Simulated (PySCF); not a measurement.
Simulated C 1s region for `[BH3-][N+]#CCOC(F)F`, binding energy against the vacuum level.

Every computed line was given a Gaussian of 0.4 eV full width at half maximum and an area set by the number of equivalent atoms; the highest printed point is 100. Method used: delta-SCF UKS SCAN, pcX-2 on the ionised atom, pcseg-1 elsewhere, spin-free X2C (PySCF).

binding energy (eV), intensity and a bar:
```
    292.5          0 
    292.6          1 
    292.7          7 ##
    292.8         22 #######
    292.9         52 ################
    293.0         86 ##########################
    293.1        100 ##############################
    293.2         83 #########################
    293.3         48 ##############
    293.4         20 ######
    293.5          6 ##
    293.6          1 
    293.7          0 
    293.8          0 
    293.9          0 
    294.0          0 
    294.1          0 
    294.2          0 
    294.3          0 
    294.4          0 
    294.5          0 
    294.6          1 
    294.7          5 ##
    294.8         18 #####
    294.9         46 ##############
    295.0         80 ########################
    295.1        100 ##############################
    295.2         88 ##########################
    295.3         55 ################
    295.4         24 #######
    295.5          7 ##
    295.6          2 
    295.7          0 
    295.8          0 
    295.9          0 
    296.0          0 
    296.1          0 
    296.2          0 
    296.3          0 
    296.4          0 
    296.5          0 
    296.6          0 
    296.7          0 
    296.8          0 
    296.9          0 
    297.0          0 
    297.1          0 
    297.2          0 
    297.3          0 
    297.4          0 
    297.5          0 
    297.6          0 
    297.7          1 
    297.8          3 #
    297.9         12 ####
    298.0         34 ##########
    298.1         68 ####################
    298.2         96 #############################
    298.3         96 #############################
    298.4         68 ####################
    298.5         34 ##########
    298.6         12 ####
    298.7          3 #
    298.8          1
```

Question: How many maxima does the curve show, and how many computed lines lie under it?

Answer: The curve has 3 maxima (at 293.1, 295.1 and 298.2 eV). Under it lie 3 lines from 3 inequivalent carbon sites.

Question: Decompose the envelope and assign each component. Numbering: `[BH3-:1][N+:2]#[C:3][CH2:4][O:5][CH:6]([F:7])[F:8]`.

Answer: 
```csv
position (eV),relative area,line,atoms,environment
293.09,1,C 1s,C3,triply bonded carbon
295.11,1,C 1s,C4,sp3 carbon bound to oxygen
298.25,1,C 1s,C6,CHF2 carbon
```

Lowest listed C 1s: C3, bonded to N (triple bond) and C. Highest, 5.16 eV above it: C6, bonded to 2 F, O and H.

Shake-up satellites, vibrational structure and lifetime widths aren't simulated. Isolated species at its PBE0-D3(BJ)/def2-SVP geometry (one conformer only).

Shape of the structure used: `[BH3-:1][N+:2]#[C:3][CH2:4][O:5][CH:6]([F:7])[F:8]`: C3–C4–O5–C6 -80°, C4–O5–C6–F7 69°.
